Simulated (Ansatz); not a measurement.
```yaml
crystal:
  periodic: [false, false, false]
  atoms:
    - {symbol: Sn, position_ang: [0.484770, -0.681495, 0.371545]}
    - {symbol: H, position_ang: [0.476722, -0.598997, 1.996156]}
    - {symbol: H, position_ang: [2.218486, -0.868761, -0.218777]}
    - {symbol: C, position_ang: [-0.562491, 1.166373, -0.455025]}
    - {symbol: H, position_ang: [0.079362, 1.840711, 0.085043]}
    - {symbol: H, position_ang: [-1.767121, 0.929526, -0.139826]}
    - {symbol: H, position_ang: [-0.512249, 1.078584, -1.484166]}
    - {symbol: Br, position_ang: [-0.638737, -2.859020, -0.408512]}
basis:
  gaussian: {orbitals: def2-TZVP}
magnetization: {spin_polarized: false, initial_magnetization: 2}
hamiltonian: {xc: {name: SPW92}, pseudopotentials: {relativity: none}}
scf: {omitted_lower_state_checks: [starts]}
output: {forces: true}
```

```sh
$ ansatz run in.yaml --threads 4 --pin off --events-out ev --progress --plain --max-ram 3916MiB
```

Output, abridged:

```
Functional definition: SPW92
1164 factors; their error is unknown
mean field evaluation 1: about -76860.2046 eV, gradient 7.3e1 eV
mean field evaluation 2: about -76789.2649 eV, gradient 1.3e2 eV
mean field evaluation 4: about -76872.7034 eV, gradient 2.6e1 eV
mean field evaluation 8: about -76875.0432 eV, gradient 7.7e0 eV
mean field evaluation 16: about -76875.3556 eV, gradient 2.5e0 eV
mean field -76875.35698385 eV, -2825.1172611680 hartree, gradient 1.2e-5 eV, S^2 2.000000; 0 other end points of the search recorded, 0 dependent functions left out
reference -76875.35702986 eV, -2825.1172628590 hartree; 35, 33 occupied and 124, 126 virtual orbitals, 1164 factors
Total energy: -76875.35702986 eV, -2825.1172628590 hartree
Atom 0 at     0.484770    -0.681495     0.371545 Å, force     0.815075    -0.564255    -1.548419 eV/Å
Atom 1 at     0.476722    -0.598997     1.996156 Å, force     0.136215     0.520919     1.893879 eV/Å
Atom 2 at     2.218486    -0.868761    -0.218777 Å, force    -0.261380     0.579091     0.204709 eV/Å
Atom 3 at    -0.562491     1.166373    -0.455025 Å, force    -3.775353    -0.472957     2.381841 eV/Å
Atom 4 at     0.079362     1.840711     0.085043 Å, force    -0.092959     0.888076     0.240360 eV/Å
Atom 5 at    -1.767121     0.929526    -0.139826 Å, force     3.474261     0.843412    -0.327590 eV/Å
Atom 6 at    -0.512249     1.078584    -1.484166 Å, force     0.548879     0.002393    -2.332785 eV/Å
Atom 7 at    -0.638737    -2.859020    -0.408512 Å, force    -0.844738    -1.796679    -0.511994 eV/Å
Dipole moment:    -0.090991     0.571062    -0.035447 e Å
Checks for a lower state left out: starts
```

Hardware: 4 threads of Arm Neoverse V1 on a shared host. Wall time 3.5 s.

In the def2 sets Sn takes a core potential; there is no spin–orbit coupling.

With spin_polarized false and unpaired electrons the run is restricted open-shell.
